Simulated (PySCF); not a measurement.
Species: C6H10Si.
Structure used (PBE0-D3(BJ)/def2-SVP), in Å, numbered top down from 1:
```xyz
17
C6H10Si angstrom
C      4.0515   -1.2972    0.0435
C      2.6954   -0.7764    0.1107
C      1.5652   -0.3376    0.1636
C      0.1969    0.1564    0.2320
C     -0.7873   -0.3834   -0.8539
Si    -2.1594   -0.2092    0.4430
C     -0.6023   -0.2028    1.5250
H      4.6405   -0.9926    0.9231
H      4.0560   -2.3979    0.0043
H      4.5760   -0.9295   -0.8526
H      0.2224    1.2577    0.1461
H     -0.7906    0.1576   -1.8097
H     -0.5798   -1.4469   -1.0538
H     -3.1660   -1.3030    0.6036
H     -2.8757    1.1031    0.3989
H     -0.3539   -1.2268    1.8473
H     -0.4646    0.4754    2.3779
```

The calculation used core-valence-separated Tamm–Dancoff BHandHLYP/aug-pcX-1 (pcseg-1 on H, def2-SVPD on Si) in PySCF, non-relativistic, gas phase, PBE0-D3(BJ)/def2-SVP geometry. BHandHLYP without relativity tends to put these K edges a few eV too low, so spacings mean more than positions.

Q: What does the C 1s absorption edge look like?

A: 
```tsv
E (eV)	f	core hole on	main final orbital	polarisation
283.80	0.1132	C2 + C3	LUMO+13 (2 roots, f summed)	–
283.84	0.0745	C3	LUMO+11 (45 %)	across the triple bond
283.93	0.0419	C2	LUMO+11 (37 %)	across the triple bond
285.07	0.0236	C5/C7	LUMO+1 (2 roots, f summed)	–
285.54	0.0387	C5/C7	LUMO+2 (2 roots, f summed)	–
285.71	0.0037	C2 + C3	LUMO (80 %)	–
285.78	0.0007	C2 + C3	LUMO (66 %)	–
285.80	0.0495	C5/C7	spread (2 roots, f summed)	–
285.85	0.0033	C1	LUMO (84 %)	–
286.00	0.0427	C5/C7	spread (2 roots, f summed)	–
286.43	0.0211	C4	LUMO+2 (40 %)	–
286.46	0.0062	C3	LUMO+1 (81 %)	across the triple bond
286.47	0.0228	C1	spread	–
286.51	0.0269	C1	spread	–
286.54	0.0175	C4	LUMO+1 (70 %)	–
286.56	0.0003	C3	LUMO+3 (54 %)	–
286.66	0.0121	C5/C7	LUMO+6 (2 roots, f summed)	–
286.66	0.0019	C3	LUMO+2 (38 %)	mixed
286.76	0.0001	C2	LUMO+2 (58 %)	–
```

The first line with a tenth or more of the strongest one's intensity is at 283.80 eV (f = 0.113, sum of 2), with the hole on C2 + C3 (alkyne carbon). It is also the strongest listed.

Roots within 0.03 eV whose holes lie on the same, on equivalent or on shared atoms are summed into one line, and the highest roots are left out, as the search may have cut off their partners. Final orbitals are the ground state's empty Kohn–Sham orbitals. A dash: too weak, shared between unlike atoms, or no plane or axis to refer to.

Q: What are the wavelength and the wavenumber of the 285.07 eV line?

A: λ = 12398.42 eV Å/285.07 eV = 43.493 Å; 2.2992 × 10⁶ cm⁻¹.

Only the lowest roots of each edge were sought.

One conformer stands for the species.
